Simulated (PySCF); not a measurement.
These compounds are isomers of formula C₆H₆F₂.

A. `F/C=C1C=C/1CCF`
B. SMILES FC1(F)C=C[C@@H]2C[C@@H]21
C. SMILES C=C/C(F)=C(\F)C=C
D. `F/C=C1C=C\1CCF`

Spectrum 1. 1H NMR (500 MHz, computed): δ 6.75 (m, 2H), 5.85 (m, 2H), 5.59 (m, 2H). 13C{1H} NMR (computed): δ 154.8 (C, m), 130.1 (CH, m), 122.5 (CH2).

Spectrum 2. 1H NMR (500 MHz, computed): δ 7.98 (dt, J = 7.9, 3.1 Hz, 1H), 6.65 (d, J = 94.0 Hz, 1H), 4.72 (dt, J = 53.5, 6.8 Hz, 2H), 2.61 (dtd, J = 25.3, 6.8, 3.1 Hz, 2H). 13C{1H} NMR (computed): δ 138.1 (C, dd, J = 4.6, 3.6 Hz), 129.7 (CH, d, J = 17.8 Hz), 123.7 (CH, d, J = 298.7 Hz), 105.3 (C, d, J = 18.0 Hz), 80.6 (CH2, d, J = 240.8 Hz), 29.7 (CH2, d, J = 20.2 Hz).

Spectrum 3. 1H NMR (500 MHz, computed): δ 7.40 (dq, J = 5.6, 1.8 Hz, 1H), 6.64 (dd, J = 98.5, 2.2 Hz, 1H), 4.91 (dtd, J = 53.2, 6.3, 1.0 Hz, 2H), 2.75 (m, 2H). 13C{1H} NMR (computed): δ 147.3 (C, d, J = 13.8 Hz), 124.4 (CH, d, J = 288.3 Hz), 120.5 (CH, d, J = 7.7 Hz), 105.9 (C, d, J = 19.4 Hz), 81.9 (CH2, d, J = 239.8 Hz), 30.0 (CH2, d, J = 21.6 Hz).

Spectrum 4. 1H NMR (500 MHz, computed): δ 6.50 (dd, J = 6.7, 2.7 Hz, 1H), 5.57 (dtd, J = 6.7, 1.7, 1.2 Hz, 1H), 1.86 (m, 1H), 1.84 (m, 1H), 1.04 (m, 1H), 0.69 (m, 1H). 13C{1H} NMR (computed): δ 152.9 (CH, dd, J = 10.1, 7.6 Hz), 135.2 (CH, dd, J = 31.9, 29.8 Hz), 133.3 (C, dd, J = 299.6, 296.4 Hz), 26.1 (CH2, dd, J = 3.9, 2.0 Hz), 23.8 (CH, dd, J = 4.2, 2.9 Hz), 23.4 (CH, dd, J = 35.8, 31.0 Hz).

[PySCF 2.14.0 with density-fitted response routines: geometry: PBE0-D3(BJ)/def2-SVP; shielding tensors at PBE0/pcSseg-1 (GIAO); J couplings at B3LYP/pcJ-1 (spin–dipole term left out of most H,H and C,H couplings); equivalent nuclei averaged; gas phase; relativity neglected; single conformer]

Scale: 1H (σ = 31.27 ppm), 13C (σ = 184.41 ppm) vs TMS (reference shieldings calculated alike). Multiplet labels drop J under 1 Hz and among equivalent protons, and merge close values. Unscaled 3J(H,H) run several per cent high. Vicinal couplings that depend on rotamer populations or ring flexing (ring, CH–CH, X–H and H–F types) are those of the one conformer. One-bond C–F couplings are unscaled and too large by tens of Hz. Shifts are as computed. Against solution values, carbons near 30 ppm lie about +2 ppm off and those near 130 ppm about +5 ppm. Of 1211 compounds with measured shifts, 218 miss one by over three times the rms of a fit or turn the order of signals round; such compounds aren't used in these exercises. Across acyclic CH2–CH2 and CH–CH2 bonds, 3J(H,H) assumes equally populated rotamers.

Problem. Match each spectrum to its structure.

Solution. 1–C, 2–D, 3–A, 4–B.

- Spectrum 1 (C): 3 13C signals; δC 154.8 is a fully substituted alkene carbon; δC 130.1 is an alkene CH.
- Spectrum 2 (D): 6 13C signals; δC 138.1 is a fully substituted alkene carbon; δC 129.7 is an alkene CH.
- Spectrum 3 (A): 6 13C signals; δC 147.3 is a fully substituted alkene carbon; δC 124.4 is an alkene CH.
- Spectrum 4 (B): 6 13C signals; δC 152.9 is an alkene CH; δC 135.2 is an alkene CH.
